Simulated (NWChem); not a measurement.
Program: NWChem. System: C$_{3}$H$_{3}$N$_{2}$, charge 1, spin multiplicity 3, at the geometry of a parent with another charge or spin, in a state set for the comparison that need not be this species' ground state. Its SCF solution wasn't tested for a lower state. Level: UHF/def2-TZVP.

The NWChem input:

```
start mol
memory heap 200 mb stack 900 mb global 1100 mb
charge 1
geometry units angstroms nocenter noautoz
  C     -0.314724     1.137729     0.000000
  C      0.996808     0.728379     0.000000
  C      0.859786    -0.681707     0.000000
  N     -0.408722    -1.071967     0.000000
  N     -1.116169     0.065998     0.000000
  H      1.899085     1.333366     0.000000
  H      1.650995    -1.432205     0.000000
  H     -2.127066     0.034218     0.000000
  symmetry group Cs
end
basis spherical
  * library def2-tzvp
end
scf
  uhf
  nopen 2
  maxiter 100
  thresh 1e-7
  semidirect memsize 60000000 filesize 0
  # guess.movecs holds the orbitals of an unrestricted PBE0 run
  vectors input guess.movecs output mol.movecs
end
task scf energy
```

Output (cleaned and shortened):

```
             Northwest Computational Chemistry Package (NWChem) 7.3.0
             --------------------------------------------------------

                                NWChem Input Module
                                -------------------

 Scaling coordinates for geometry "geometry" by  1.889725989
 (inverse scale =  0.529177249)

 Turning off AUTOSYM since
 SYMMETRY directive was detected!

                             Geometry "geometry" -> ""
                             -------------------------

 Output coordinates in angstroms (scale by  1.889725989 to convert to a.u.)

  No.       Tag          Charge          X              Y              Z
 ---- ---------------- ---------- -------------- -------------- --------------
    1 C                    6.0000    -0.31472400     1.13772900     0.00000000
    2 C                    6.0000     0.99680800     0.72837900     0.00000000
    3 C                    6.0000     0.85978600    -0.68170700     0.00000000
    4 N                    7.0000    -0.40872200    -1.07196700     0.00000000
    5 N                    7.0000    -1.11616900     0.06599800     0.00000000
    6 H                    1.0000     1.89908500     1.33336600     0.00000000
    7 H                    1.0000     1.65099500    -1.43220500     0.00000000
    8 H                    1.0000    -2.12706600     0.03421800     0.00000000

 Effective nuclear repulsion energy (a.u.)     154.8385646709

            Nuclear Dipole moment (a.u.)
            ----------------------------
        X                 Y               Z
 ---------------- ---------------- ----------------
    -0.0000056692     0.0000037795     0.0000000000

      Symmetry information
      --------------------

 Group name             Cs
 Group number              2
 Group order               2
 No. of unique centers     8

      Symmetry unique atoms

     1    2    3    4    5    6    7    8


 Summary of "ao basis" -> "" (spherical)
 ------------------------------------------------------------------------------
       Tag                 Description            Shells   Functions and Types
 ---------------- ------------------------------  ------  ---------------------
 *                         def2-tzvp                  on all atoms

 Summary of "ao basis" -> "ao basis" (spherical)
 ------------------------------------------------------------------------------
       Tag                 Description            Shells   Functions and Types
 ---------------- ------------------------------  ------  ---------------------
 C                         def2-tzvp                11       31   5s3p2d1f
 N                         def2-tzvp                11       31   5s3p2d1f
 H                         def2-tzvp                 4        6   3s1p

                                 NWChem SCF Module
                                 -----------------

  ao basis        = "ao basis"
  functions       =   173
  atoms           =     8
  alpha electrons =    18
  beta  electrons =    16
  charge          =   1.00
  wavefunction    = UHF
  use symmetry    = T
  symmetry adapt  = T

 Summary of "ao basis" -> "ao basis" (spherical)
 ------------------------------------------------------------------------------
       Tag                 Description            Shells   Functions and Types
 ---------------- ------------------------------  ------  ---------------------
 C                         def2-tzvp                11       31   5s3p2d1f
 N                         def2-tzvp                11       31   5s3p2d1f
 H                         def2-tzvp                 4        6   3s1p

      Symmetry analysis of basis
      --------------------------

        a'        120
        a"         53

 Forming initial guess at       0.2s

   Symmetry analysis of molecular orbitals - initial alpha
   -------------------------------------------------------

  Numbering of irreducible representations:

     1 a'          2 a"

  Orbital symmetries:

     1 a'          2 a'          3 a'          4 a'          5 a'
     6 a'          7 a'          8 a'          9 a'         10 a'
    11 a'         12 a"         13 a'         14 a'         15 a"
    16 a'         17 a'         18 a"         19 a"         20 a"
    21 a'         22 a'         23 a'         24 a'         25 a'
    26 a'         27 a'         28 a'

   Symmetry analysis of molecular orbitals - initial beta
   ------------------------------------------------------

  Numbering of irreducible representations:

     1 a'          2 a"

  Orbital symmetries:

     1 a'          2 a'          3 a'          4 a'          5 a'
     6 a'          7 a'          8 a'          9 a'         10 a'
    11 a'         12 a'         13 a"         14 a'         15 a'
    16 a"         17 a"         18 a'         19 a"         20 a"
    21 a'         22 a'         23 a'         24 a'         25 a'
    26 a'         27 a'         28 a"

 Starting SCF solution at       0.3s

 ----------------------------------------------
         Quadratically convergent UHF

 Convergence threshold     :          1.000E-07
 Maximum no. of iterations :          100
 Integral*density screening:          1.000E-09
 ----------------------------------------------

              iter       energy          gnorm     gmax       time
             ----- ------------------- --------- --------- --------
                 1     -223.8638043518  6.54D-01  7.60D-02     18.4
                 2     -223.8941192468  5.30D-02  2.16D-02     33.1
  ga_iter_lsolve: convergence stagnant ... aborting solve

 Disabled NR: increased maxiter to 110
[...]
   Bfn.  Coefficient  Atom+Function         Bfn.  Coefficient  Atom+Function
  ----- ------------  ---------------      ----- ------------  ---------------
    73      0.250604  3 C  pz                11     -0.229088  1 C  pz
    70      0.227955  3 C  pz                 8     -0.222863  1 C  pz
   101      0.213125  4 N  pz                42     -0.211015  2 C  pz
   104      0.207961  4 N  pz                39     -0.188214  2 C  pz

 Vector   19  Occ=0.000000D+00  E=-9.450087D-02  Symmetry=a"
              MO Center= -6.4D-02,  7.0D-01, -5.6D-15, r^2= 2.8D+00
   Bfn.  Coefficient  Atom+Function         Bfn.  Coefficient  Atom+Function
  ----- ------------  ---------------      ----- ------------  ---------------
    14      0.732891  1 C  pz                45     -0.535379  2 C  pz
   138     -0.420941  5 N  pz                11      0.330860  1 C  pz
     8      0.304510  1 C  pz               107      0.252570  4 N  pz
    42     -0.223552  2 C  pz               132     -0.208773  5 N  pz
    39     -0.204330  2 C  pz               135     -0.199214  5 N  pz

 Vector   20  Occ=0.000000D+00  E=-5.264917D-02  Symmetry=a"
              MO Center=  2.7D-01, -5.5D-01, -5.6D-15, r^2= 2.7D+00
   Bfn.  Coefficient  Atom+Function         Bfn.  Coefficient  Atom+Function
  ----- ------------  ---------------      ----- ------------  ---------------
    76      0.710138  3 C  pz               107     -0.651631  4 N  pz
    45     -0.518229  2 C  pz                73      0.304927  3 C  pz
   101     -0.289747  4 N  pz                70      0.260636  3 C  pz
   104     -0.250241  4 N  pz                14      0.190515  1 C  pz
    42     -0.182178  2 C  pz                39     -0.167633  2 C  pz

 Vector   21  Occ=0.000000D+00  E=-4.344645D-02  Symmetry=a'
              MO Center= -2.2D+00,  1.3D-01, -1.4D-16, r^2= 4.6D+00
   Bfn.  Coefficient  Atom+Function         Bfn.  Coefficient  Atom+Function
  ----- ------------  ---------------      ----- ------------  ---------------
   170      2.016377  8 H  s                129     -1.243123  5 N  s
   136      0.925636  5 N  px                98     -0.875351  4 N  s
    36     -0.669994  2 C  s                 67      0.624138  3 C  s
   164      0.558578  7 H  s                 74     -0.447777  3 C  px
     5      0.396880  1 C  s                 75      0.394496  3 C  py

                     UHF Final Beta Molecular Orbital Analysis
                     -----------------------------------------

 Vector   14  Occ=1.000000D+00  E=-8.350797D-01  Symmetry=a"
              MO Center= -4.7D-01, -3.5D-01,  3.1D-15, r^2= 1.5D+00
   Bfn.  Coefficient  Atom+Function         Bfn.  Coefficient  Atom+Function
  ----- ------------  ---------------      ----- ------------  ---------------
   101      0.286908  4 N  pz               104      0.278357  4 N  pz
   132      0.212065  5 N  pz               135      0.207650  5 N  pz

 Vector   15  Occ=1.000000D+00  E=-7.167422D-01  Symmetry=a'
              MO Center= -2.6D-01, -9.2D-01,  2.4D-15, r^2= 1.7D+00
   Bfn.  Coefficient  Atom+Function         Bfn.  Coefficient  Atom+Function
  ----- ------------  ---------------      ----- ------------  ---------------
   100      0.306259  4 N  py               103      0.270778  4 N  py
    97     -0.259078  4 N  s                 98     -0.245042  4 N  s
    99      0.168683  4 N  px                96     -0.150615  4 N  s
   102      0.150971  4 N  px

 Vector   16  Occ=1.000000D+00  E=-6.184271D-01  Symmetry=a"
              MO Center= -3.4D-01,  6.4D-02, -1.1D-15, r^2= 2.1D+00
   Bfn.  Coefficient  Atom+Function         Bfn.  Coefficient  Atom+Function
  ----- ------------  ---------------      ----- ------------  ---------------
   101     -0.284249  4 N  pz               104     -0.280395  4 N  pz
    11      0.271998  1 C  pz                 8      0.262414  1 C  pz
   107     -0.190433  4 N  pz               132      0.157183  5 N  pz
   135      0.157020  5 N  pz

 Vector   17  Occ=0.000000D+00  E=-2.612153D-01  Symmetry=a"
              MO Center=  3.6D-01,  2.3D-01,  6.9D-16, r^2= 2.5D+00
   Bfn.  Coefficient  Atom+Function         Bfn.  Coefficient  Atom+Function
  ----- ------------  ---------------      ----- ------------  ---------------
   138      0.268234  5 N  pz                45     -0.240824  2 C  pz
    39     -0.229361  2 C  pz               132      0.222309  5 N  pz
    42     -0.218903  2 C  pz               135      0.217957  5 N  pz
    73     -0.176748  3 C  pz                70     -0.174159  3 C  pz

 Vector   18  Occ=0.000000D+00  E=-1.703142D-01  Symmetry=a'
              MO Center= -4.6D-01,  1.4D+00, -1.5D-16, r^2= 2.0D+00
   Bfn.  Coefficient  Atom+Function         Bfn.  Coefficient  Atom+Function
  ----- ------------  ---------------      ----- ------------  ---------------
     5      0.676596  1 C  s                 67      0.361024  3 C  s
   129     -0.297529  5 N  s                  7      0.259011  1 C  py
    12     -0.259944  1 C  px                10      0.248600  1 C  py
    13      0.234497  1 C  py                75      0.207820  3 C  py
    36     -0.193099  2 C  s                 44      0.181543  2 C  py

 Vector   19  Occ=0.000000D+00  E=-4.008126D-02  Symmetry=a"
              MO Center=  6.4D-02, -3.6D-02, -5.9D-15, r^2= 3.4D+00
   Bfn.  Coefficient  Atom+Function         Bfn.  Coefficient  Atom+Function
  ----- ------------  ---------------      ----- ------------  ---------------
    76      0.624127  3 C  pz               138      0.559826  5 N  pz
    14     -0.534788  1 C  pz               107     -0.499839  4 N  pz
    11     -0.228516  1 C  pz               101     -0.222421  4 N  pz
   132      0.217464  5 N  pz                 8     -0.207639  1 C  pz
   104     -0.204873  4 N  pz               135      0.200880  5 N  pz

 center of mass
 --------------
 x =  -0.03993641 y =   0.00172061 z =   0.00000000

 moments of inertia (a.u.)
 ------------------
         169.584566585078          -9.223759222854           0.000000000000
          -9.223759222854         188.121530691669           0.000000000000
           0.000000000000           0.000000000000         357.706097276746

  Mulliken analysis of the total density
  --------------------------------------

    Atom       Charge   Shell Charges
 -----------   ------   -------------------------------------------------------
    1 C    6     5.80   0.86  1.12  0.52  0.58  0.13  1.15  1.11  0.20  0.03  0.08  0.01
    2 C    6     5.95   0.86  1.12  0.51  0.63  0.00  1.22  1.31  0.19  0.02  0.08  0.01
    3 C    6     5.91   0.86  1.12  0.52  0.57  0.13  1.21  1.18  0.20  0.03  0.09  0.01
    4 N    7     7.18   0.82  1.16  0.56  0.91  0.26  1.40  1.58  0.40  0.01  0.07  0.01
    5 N    7     7.00   0.82  1.16  0.53  0.82  0.08  1.48  1.68  0.33  0.01  0.09  0.01
    6 H    1     0.74   0.25  0.44  0.03  0.02
    7 H    1     0.77   0.25  0.45  0.04  0.02
    8 H    1     0.65   0.24  0.36  0.02  0.04

  Mulliken analysis of the alpha density
  --------------------------------------

    Atom       Charge   Shell Charges
 -----------   ------   -------------------------------------------------------
    1 C    6     3.26   0.43  0.56  0.30  0.34  0.08  0.71  0.67  0.12  0.01  0.04  0.01
    2 C    6     3.33   0.43  0.56  0.27  0.33  0.01  0.73  0.82  0.13  0.01  0.05  0.00
    3 C    6     3.27   0.43  0.56  0.27  0.30  0.07  0.71  0.73  0.13  0.02  0.04  0.01
    4 N    7     3.36   0.41  0.58  0.27  0.44  0.13  0.61  0.69  0.18  0.01  0.04  0.00
    5 N    7     3.75   0.41  0.58  0.28  0.43  0.04  0.85  0.95  0.17  0.01  0.04  0.00
    6 H    1     0.35   0.12  0.21  0.01  0.01
    7 H    1     0.37   0.12  0.21  0.02  0.01
    8 H    1     0.31   0.12  0.17  0.01  0.02

   Mulliken analysis of the beta density
   -------------------------------------

    Atom       Charge   Shell Charges
 -----------   ------   -------------------------------------------------------
    1 C    6     2.53   0.43  0.56  0.22  0.24  0.06  0.44  0.44  0.09  0.01  0.04  0.00
    2 C    6     2.62   0.43  0.56  0.25  0.30 -0.00  0.49  0.49  0.06  0.01  0.03  0.00
    3 C    6     2.64   0.43  0.56  0.25  0.27  0.06  0.50  0.45  0.06  0.02  0.04  0.01
    4 N    7     3.82   0.41  0.58  0.29  0.47  0.13  0.79  0.89  0.22  0.01  0.03  0.00
    5 N    7     3.25   0.41  0.58  0.25  0.39  0.04  0.63  0.73  0.16  0.01  0.05  0.00
    6 H    1     0.39   0.13  0.23  0.02  0.01
    7 H    1     0.40   0.13  0.24  0.02  0.01
    8 H    1     0.34   0.13  0.19  0.01  0.02

   Mulliken analysis of the spin density
   -------------------------------------

    Atom       Charge   Shell Charges
 -----------   ------   -------------------------------------------------------
    1 C    6     0.73   0.00 -0.01  0.08  0.09  0.02  0.27  0.22  0.03  0.00  0.01  0.00
    2 C    6     0.71   0.00 -0.00  0.02  0.03  0.01  0.23  0.33  0.07  0.00  0.02  0.00
    3 C    6     0.62   0.00 -0.00  0.02  0.03  0.01  0.21  0.28  0.07 -0.00  0.00 -0.00
    4 N    7    -0.46  -0.00  0.00 -0.02 -0.03 -0.01 -0.18 -0.20 -0.04  0.00  0.01  0.00
    5 N    7     0.50   0.00 -0.00  0.02  0.04 -0.01  0.22  0.22  0.01 -0.00 -0.00 -0.00
    6 H    1    -0.04  -0.01 -0.03 -0.01  0.00
    7 H    1    -0.03  -0.01 -0.02 -0.01  0.00
    8 H    1    -0.03  -0.01 -0.02 -0.00  0.00

       Multipole analysis of the density wrt the origin
       ------------------------------------------------

     L   x y z        total         alpha         beta         nuclear
     -   - - -        -----         -----         ----         -------
     0   0 0 0      1.000000    -18.000000    -16.000000     35.000000

     1   1 0 0      0.250930     -0.183129      0.434065     -0.000006
     1   0 1 0      0.839106     -1.300904      2.140007      0.000004
     1   0 0 1      0.000000      0.000000      0.000000      0.000000

     2   2 0 0     -8.177151    -64.019046    -57.497910    113.339805
     2   1 1 0     -0.814170     -1.518461     -4.071282      4.775573
     2   1 0 1     -0.000000     -0.000000     -0.000000      0.000000
     2   0 2 0    -17.964567    -59.491595    -50.044546     91.571573
     2   0 1 1      0.000000      0.000000     -0.000000      0.000000
     2   0 0 2    -20.173052    -11.419886     -8.753166      0.000000

 Task  times  cpu:      456.9s     wall:      456.9s

 Total times  cpu:      456.9s     wall:      456.9s
```
